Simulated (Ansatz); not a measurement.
```xyz
4

Si    0.0000    0.0000    0.0731
H     1.3105    0.0000   -0.3412
H    -0.6552    1.1349   -0.3412
H    -0.6552   -1.1349   -0.3412
```

Basis set: cc-pVDZ (spherical functions). Frozen core: 5 orbitals. Charge 0, multiplicity 2.

Computed with Ansatz (development build ahead of 0.2.0); each method stands on the lowest determinant of its kind that the runs found.

The atomization energy at this shape (free ground-state atoms in the same class of orbitals less the molecule, no zero-point energy) of doublet SiH3:

| method | atomization energy |
| --- | --- |
| UHF-MP2 | 8.47 eV |

(1) What does UHF give?

## Answers

(1) 7.12 eV. Caution: the shape is not the minimum.
